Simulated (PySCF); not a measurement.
Species: C7H9NSi.
Numbering: `[CH3:1][C:2]#[C:3][SiH2:4][n:5]1[cH:6][cH:7][cH:8][cH:9]1` (hydrogens: H10, H11, H12 on C1; H13, H14 on Si4; H15 on C6; H16 on C7; H17 on C8; H18 on C9)

The same species was optimised twice, with GFN2-xTB and with PBE0-D3(BJ)/def2-SVP (PySCF), and the same property calculations (PySCF, gas phase) were run on both structures.

```json
{"coordinate": "C3–Si4 (Å)", "GFN2-xTB": "1.843", "PBE0-D3(BJ)/def2-SVP": "1.819", "change": "-0.024"}
{"coordinate": "Si4–N5 (Å)", "GFN2-xTB": "1.753", "PBE0-D3(BJ)/def2-SVP": "1.771", "change": "+0.018"}
{"coordinate": "C2≡C3 (Å)", "GFN2-xTB": "1.206", "PBE0-D3(BJ)/def2-SVP": "1.219", "change": "+0.013"}
{"coordinate": "C8–C9 (Å)", "GFN2-xTB": "1.361", "PBE0-D3(BJ)/def2-SVP": "1.374", "change": "+0.013"}
{"coordinate": "C6–C7 (Å)", "GFN2-xTB": "1.361", "PBE0-D3(BJ)/def2-SVP": "1.374", "change": "+0.013"}
{"coordinate": "N5–C6 (Å)", "GFN2-xTB": "1.368", "PBE0-D3(BJ)/def2-SVP": "1.381", "change": "+0.013"}
{"coordinate": "N5–C9 (Å)", "GFN2-xTB": "1.368", "PBE0-D3(BJ)/def2-SVP": "1.379", "change": "+0.011"}
{"coordinate": "C7–C8 (Å)", "GFN2-xTB": "1.415", "PBE0-D3(BJ)/def2-SVP": "1.425", "change": "+0.010"}
{"coordinate": "C1–C2 (Å)", "GFN2-xTB": "1.444", "PBE0-D3(BJ)/def2-SVP": "1.450", "change": "+0.006"}
{"coordinate": "C3–Si4–N5 (°)", "GFN2-xTB": "107.4", "PBE0-D3(BJ)/def2-SVP": "110.0", "change": "+2.6"}
{"coordinate": "Si4–N5–C6 (°)", "GFN2-xTB": "127.4", "PBE0-D3(BJ)/def2-SVP": "126.0", "change": "-1.4"}
{"coordinate": "C6–N5–C9 (°)", "GFN2-xTB": "107.2", "PBE0-D3(BJ)/def2-SVP": "108.0", "change": "+0.8"}
{"coordinate": "N5–C9–C8 (°)", "GFN2-xTB": "109.6", "PBE0-D3(BJ)/def2-SVP": "108.9", "change": "-0.7"}
{"coordinate": "N5–C6–C7 (°)", "GFN2-xTB": "109.6", "PBE0-D3(BJ)/def2-SVP": "108.9", "change": "-0.7"}
{"coordinate": "Si4–N5–C9 (°)", "GFN2-xTB": "125.4", "PBE0-D3(BJ)/def2-SVP": "125.9", "change": "+0.5"}
{"coordinate": "C7–C8–C9 (°)", "GFN2-xTB": "106.8", "PBE0-D3(BJ)/def2-SVP": "107.1", "change": "+0.3"}
{"coordinate": "C6–C7–C8 (°)", "GFN2-xTB": "106.8", "PBE0-D3(BJ)/def2-SVP": "107.1", "change": "+0.3"}
{"coordinate": "C3–Si4–N5–C6 (°)", "GFN2-xTB": "123", "PBE0-D3(BJ)/def2-SVP": "122", "change": "-1"}
```

Rotational constants: A = 2929, B = 698.9, C = 616.9 MHz (GFN2-xTB) against A = 2979, B = 676.6, C = 602.8 MHz (PBE0-D3(BJ)/def2-SVP). Point groups within 0.08 Å: C1 and C1.

On the GFN2-xTB structure: HOMO (eV) -6.07 [PBE0/pcSseg-1]; LUMO (eV) -0.20 [PBE0/pcSseg-1]; dipole (D) 2.68 [PBE0/pcSseg-1]; GIAO shielding of C1 (ppm) 180.9 [PBE0/pcSseg-1]; GIAO shielding of C2 (ppm) 71.1 [PBE0/pcSseg-1]; GIAO shielding of C3 (ppm) 105.0 [PBE0/pcSseg-1]; GIAO shielding of Si4 (ppm) 407.1 [PBE0/pcSseg-1]; GIAO shielding of N5 (ppm) 94.2 [PBE0/pcSseg-1]; GIAO shielding of C6/C9 (mean) (ppm) 59.6 [PBE0/pcSseg-1]; GIAO shielding of C7/C8 (mean) (ppm) 69.4 [PBE0/pcSseg-1].

What do these properties become on the PBE0-D3(BJ)/def2-SVP structure?

```
                                    property          level  on GFN2-xTB  on PBE0-D3(BJ)/def2-SVP  change
                                   HOMO (eV)  PBE0/pcSseg-1        -6.07                    -6.08   -0.01
                                   LUMO (eV)  PBE0/pcSseg-1        -0.20                    -0.33   -0.13
                                  dipole (D)  PBE0/pcSseg-1         2.68                     2.86   +0.18
energy, GFN2-xTB geometry as zero (kcal/mol)  PBE0/pcSseg-1          0.0                     -1.1    -1.1
                  GIAO shielding of C1 (ppm)  PBE0/pcSseg-1        180.9                    178.5    -2.4
                  GIAO shielding of C2 (ppm)  PBE0/pcSseg-1         71.1                     67.8    -3.3
                  GIAO shielding of C3 (ppm)  PBE0/pcSseg-1        105.0                    104.0    -1.0
                 GIAO shielding of Si4 (ppm)  PBE0/pcSseg-1        407.1                    408.4    +1.3
                  GIAO shielding of N5 (ppm)  PBE0/pcSseg-1         94.2                     89.2    -5.0
        GIAO shielding of C6/C9 (mean) (ppm)  PBE0/pcSseg-1         59.6                     56.3    -3.3
        GIAO shielding of C7/C8 (mean) (ppm)  PBE0/pcSseg-1         69.4                     66.6    -2.8
```

The heavy atoms differ by 0.047 Å rms after alignment. Among bonds between heavy atoms C3–Si4 changes most (-0.024 Å). Changes are differences of the printed values. Neither structure is proved a minimum here.

The values belong to the conformer `[CH3:1][C:2]#[C:3][SiH2:4][n:5]1[cH:6][cH:7][cH:8][cH:9]1`: C3–Si4–N5–C6 122°.
